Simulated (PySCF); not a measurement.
**C₆H₉F₃O₂: full NMR table**

```
Formula                               : C6H9F3O2
SMILES                                : CO/C(C)=C/COC(F)(F)F
InChI                                 : InChI=1S/C6H9F3O2/c1-5(10-2)3-4-11-6(7,8)9/h3H,4H2,1-2H3/b5-3+
Point group of the computed structure : C1
Degrees of unsaturation               : 1
Carbon signals                        : 6
Proton signals                        : 4
```

Bonds (- single, = double, # triple, : aromatic): C1-O2, O2-C3, C3-C4, C3=C5, C5-C6, C6-O7, O7-C8, C8-F9, C8-F10, C8-F11. C1 carries H12, H13, H14; C4 carries H15, H16, H17; C5 carries H18; C6 carries H19, H20. Stereochemistry as in CO/C(C)=C/COC(F)(F)F.

How the numbers were obtained: σ from GIAO-PBE0/pcSseg-1, structure optimised with GFN2-xTB, in PySCF 2.14 (single conformer, equivalent nuclei averaged, non-relativistic, isolated molecule).

δ = σ(ref) − σ, references computed at the same level: 1H and 13C against TMS; 19F vs CFCl3; H2O for 17O.

| carbon | δC, type | δH (multiplicity) | HMBC from (2–3 bonds) | span of the C tensor (ppm) |
| --- | --- | --- | --- | --- |
| C1 | 56.1, CH3 | 3.76 (s) | – | 78 |
| C3 | 173.9, C | – | H19/H20, H18, H12/H13/H14, H15/H16/H17 | 195 |
| C4 | 20.1, CH3 | 2.24 (s) | H18 | 38 |
| C5 | 93.9, CH | 4.61 (m) | H19/H20, H15/H16/H17 | 157 |
| C6 | 68.4, CH2 | 4.74 (m) | H18 | 88 |
| C8 | 131.6, C | – | H19/H20 | 27 |

Other nuclei:
| atoms | nucleus | environment | δ (ppm) | σ (ppm) |
| --- | --- | --- | --- | --- |
| F9/F10/F11 | 19F | fluorine of an OCF3 group | -70.5 | 241.4 |
| O2 | 17O | ether oxygen | 139.6 | 196.5 |
| O7 | 17O | ether oxygen | 125.2 | 210.9 |

- Carbon types of the structure: 2 × C, 1 × CH, 1 × CH2, 2 × CH3, which accounts for all hydrogens.
- δC 173.9: alkene carbon bearing oxygen; an sp2 carbon further deshielded by the attached heteroatom.
- δC 131.6: CF3 carbon; 4 electronegative neighbours deshield it.
- δC 93.9: β carbon of an enol-ether or enamine type C=C; the O or N lone pair pushes π density onto this β carbon and shields it.
- δC 68.4: allylic sp3 CH2 bonded to O; deshielded by the electronegative neighbour.
- δH 4.74: hydrogen on an allylic sp3 CH2 bonded to O; its carbon carries O, hence the downfield position.

Splittings by 19F in the carbon and heteronuclear signals aren't shown, as no couplings were computed. Shifts are as computed. Against solution values, carbons near 30 ppm lie about +3 ppm off and those near 130 ppm about +5 ppm. Of 1211 compounds with measured shifts, 218 miss one by over three times the rms of a fit or turn the order of signals round; such compounds aren't used in these exercises. Unscaled 19F shifts against computed CFCl3 carry errors that often reach 10 to 50 ppm. Experimental scales use liquid or dissolved standards, which lie at an offset from isolated H2O (liquid H2O: subtract about 36 ppm). Multiplicities follow the n + 1 count of equivalent neighbours, as no J values were calculated; m marks all less simple cases, F and P coupling included.
